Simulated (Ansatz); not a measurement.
CH6AlNO2 can be A, `N[CH2][Al]([OH])[OH]`, or B, `C[NH][Al]([OH])[OH]`.

Isolated molecules relaxed with PBE0-D4/def2-TZVP in Ansatz; ΔE leaves out vibrations. CCSD(T)/CBS adds triple-zeta CCSD(T) − MP2 to the extrapolated MP2 energy (def2 sets, frozen cores). Functionals use def2-TZVPP. B3LYP here is the variant with VWN-RPA as its local correlation; programs differ in this. One conformer a species, not always the lowest.

Task: Which is lower in electronic energy at CCSD(T)/CBS, and by how much? (Best estimate.)

Result: Ansatz gave: B, by 24.8 kcal/mol.

Task: Give E(B) − E(A) in kcal/mol with r2SCAN-D4, MP2/def2-TZVPP, B3LYP-D4, CCSD(T)/def2-TZVPP, ωB97M-V, PBE0-D4, CCSD/def2-TZVPP. (Best estimate.)

Result: The calculation gave: r2SCAN-D4 -24.5, MP2/def2-TZVPP -25.6, B3LYP-D4 -24.8, CCSD(T)/def2-TZVPP -24.9, ωB97M-V -23.7, PBE0-D4 -23.3, CCSD/def2-TZVPP -25.4. None reverses the order clearly.

Largest T1 diagnostic: 0.012.

In def2-TZVPP, CCSD(T) changes the Hartree–Fock value by +2.7 kcal/mol (the triples alone add +0.5 kcal/mol) and MP2 by +2.0 kcal/mol. From PBE to PBE0 (25 % exact exchange), in def2-TZVPP and without D4, E(B) − E(A) moves by −1.2 kcal/mol.
